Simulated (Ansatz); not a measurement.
Molecule: H6Se, charge 0, multiplicity 1. SMILES: [SeH6]
Geometry: optimised at B3LYP-D3(BJ)/def2-TZVP (Ansatz, a first-principles code).

Parts of the frozen-core correlation energy in STO-3G (Ansatz, hartree). Frozen orbitals: 14; correlated occupied orbitals by spin: 6 and 6; virtual: 4 and 4. Spin-orbit coupling is left out. Non-relativistic.

| term | value |
|---|---|
| reference (HF) | -2376.55229 |
| MP2 opposite-spin | -0.07283 |
| MP2 same-spin | -0.00120 |
| CCSD correlation | -0.10929 |
| (T) | -0.00266 |
| FCI minus CCSD(T) | -0.00146 |
| T1 diagnostic | 0.005 |
| largest doubles amplitude | 0.121 |
